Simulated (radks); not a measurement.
Results of a calculation; reference values are marked as such.
Task: Neutral krypton, [Kr]. Code: a radial shooting solver on a logarithmic mesh with Libxc functionals. Model: non-relativistic Kohn-Sham, r2SCAN, spin-polarised, spherical densities, point nucleus; meta-GGA in the generalised Kohn-Sham scheme. Every spin shell is full or empty, so the densities are truly spherical. Functionals are evaluated on that one density, not self-consistently. Rank these exchange functionals by their error against the exact value of the orbitals, and give that value: LDA, PW91, PW86, OPTX, WC, MS2, Tao-Mo, TASK.

Result: Exact: -93.8003 hartree. From best to worst, with 100 (|E| - |E exact|)/|E exact| (equal figures are ties): PW91 +0.01, PW86 +0.03, MS2 -0.43, Tao-Mo -0.66, OPTX +0.87, WC -0.97, TASK -2.42, LDA -5.53.
